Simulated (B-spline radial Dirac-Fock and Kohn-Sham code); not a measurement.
## X-ray form factors of hafnium in several charge states

Model: Dirac-Fock orbitals of the configuration average with a finite nucleus. Program: a radial finite-basis atomic code.

Configurations: Hf [Xe] 4f14 5d2 6s2; Hf³⁺ [Xe] 4f14 5d1; Hf⁴⁺ [Xe] 4f14; Hf⁵⁺ [Xe] 4f13. The first column is f₀ of Hf, the others are differences from it.

| s (Å⁻¹) | Hf | Δ Hf³⁺ | Δ Hf⁴⁺ | Δ Hf⁵⁺ |
| --- | --- | --- | --- | --- |
| 0 | 72.000 | -3.000 | -4.000 | -5.000 |
| 0.1 | 67.742 | -1.074 | -1.765 | -2.622 |
| 0.2 | 60.851 | +0.104 | -0.076 | -0.627 |
| 0.3 | 54.051 | +0.103 | +0.176 | -0.115 |
| 0.4 | 47.721 | +0.019 | +0.112 | -0.043 |
| 0.5 | 42.202 | -0.005 | +0.038 | -0.060 |
| 0.7 | 33.464 | +0.001 | -0.013 | -0.038 |
| 0.9 | 27.006 | +0.002 | -0.009 | +0.023 |
| 1.1 | 22.350 | -0.001 | -0.003 | +0.039 |
| 1.4 | 17.975 | -0.002 | -0.001 | +0.016 |

Values without a named source are computed, but for edge energies of neutral atoms, which are taken from tables.
